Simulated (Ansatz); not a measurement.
```xyz
8

O     0.119   -1.035   -1.317
C     0.317    0.014   -0.789
Se    1.245    1.493   -1.681
In   -0.374    0.368    1.300
O    -1.246   -1.316    1.870
H     1.470    0.780   -2.949
H    -0.307    1.672    2.393
H    -1.224   -1.977    1.173
```

Charge 0, multiplicity 1. In takes the def2 core potential.

Task: List the PBE0/def2-TZVPP orbital energies in eV (the Gaussian-basis code of Ansatz). (An estimate is asked.)

Result: Computed: Occupied: -12362.06, -1584.87, -1421.90, -1421.86, -1421.82, -523.45, -522.07, -281.60, -215.29, -158.88, -158.75, -158.62, -128.81, -85.32, -85.03, -84.98, -58.87, -58.86, -58.73, -58.63, -58.62, -30.32, -26.85, -21.99, -21.80, -21.77, -21.74, -21.53, -20.53, -15.66, -13.34, -12.84, -12.61, -12.06, -10.72, -10.07, -9.04, -8.57, -7.56, -6.80. Lowest empty: -2.25, -1.22, -0.57, -0.42, 0.84, 1.17, 1.51, 1.95.
